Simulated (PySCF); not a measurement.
**Electron correlation in Ir (iridium, neutral)**

[Xe] 4f14 5d8 6s1, high-spin 4F determinant (an excited configuration). Computed with PySCF 2.14 in def2-TZVPPD with the def2 core potential (60 electrons), with scalar relativity through the core potential. Frozen: 5s2 5p6; 9 electrons correlated.

```tsv
level	correlation energy (mhartree)
CCSD	-232.91
(T)	-9.54
CCSD(T)	-242.45
```

Diagnostics: T1 = 0.011, D1 = 0.0404, largest double amplitude 0.021.

Spin-orbit coupling, absent here, splits the open shell strongly.

Cost of the coupled-cluster step: roughly 3 core-seconds, for 9 correlated electrons.

Iterations:

```
CC2 = 0
CCSD nocc = (np.int64(6), np.int64(3)), nmo = (55, 55)
frozen orbitals [[0, 1, 2, 3], [0, 1, 2, 3]]
max_cycle = 100
direct = 0
conv_tol = 1e-08
conv_tol_normt = 1e-06
diis_space = 8
diis_start_cycle = 0
Init t2, MP2 energy = -0.238984058245866
Init E_corr(UCCSD) = -0.238984058246254
cycle = 1  E_corr(UCCSD) = -0.229451837891917  dE = 0.00953222035  norm(t1,t2) = 0.0437245
cycle = 2  E_corr(UCCSD) = -0.232215812011063  dE = -0.00276397412  norm(t1,t2) = 0.0138439
cycle = 3  E_corr(UCCSD) = -0.232720232495639  dE = -0.000504420485  norm(t1,t2) = 0.00634707
cycle = 4  E_corr(UCCSD) = -0.232915424728367  dE = -0.000195192233  norm(t1,t2) = 0.00158061
cycle = 5  E_corr(UCCSD) = -0.232912521404572  dE = 2.9033238e-06  norm(t1,t2) = 0.00055371
cycle = 6  E_corr(UCCSD) = -0.23290700750468  dE = 5.51389989e-06  norm(t1,t2) = 0.000165439
cycle = 7  E_corr(UCCSD) = -0.232911907227225  dE = -4.89972254e-06  norm(t1,t2) = 4.92464e-05
cycle = 8  E_corr(UCCSD) = -0.232912118129337  dE = -2.10902112e-07  norm(t1,t2) = 1.17453e-05
cycle = 9  E_corr(UCCSD) = -0.232911803041857  dE = 3.15087479e-07  norm(t1,t2) = 3.86607e-06
cycle = 10  E_corr(UCCSD) = -0.232911806398698  dE = -3.35684058e-09  norm(t1,t2) = 8.27638e-07
UCCSD converged
E(UCCSD) = -103.6720520883788  E_corr = -0.2329118063986981
UCCSD(T) correction = -0.00953631747111248
```
